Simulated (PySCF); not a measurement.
Sn(F)2 anion (F2Sn), SMILES [F][Sn][F] (connectivity only; charge and spin as stated), charge -1, multiplicity 2. Atoms are numbered in the order given.

```xyz
3

Sn     0.0000     0.0000     0.3678
F      0.0000    -1.5502    -1.0217
F      0.0000     1.5502    -1.0217
```
Charge -1, spin multiplicity 2.

Coordinates come from a B3LYP-D3(BJ)/def2-SVPD optimisation. The spin state was assumed, not searched. The isomer is the one that the SMILES or the coordinates give; other isomers of the formula were not compared. The def2 effective core potentials stand for the cores of Sn; spin–orbit coupling is left out.

All values below come from B3LYP-D3(BJ)/def2-SVPD (PySCF).

Frequencies are harmonic and unscaled.

Question: Give all harmonic wavenumbers and intensities. (Estimate from the structure and the level; the computed values follow.)

Answer: 
| mode | ν (cm⁻¹) | IR (km/mol) | moving atoms (share of kinetic energy) |
|---|---|---|---|
| 1 | 151 | 4.7 | F 90 %, Sn 10 % |
| 2 | 433 | 129.7 | F 85 %, Sn 15 % |
| 3 | 455 | 118.3 | F 86 %, Sn 14 % |
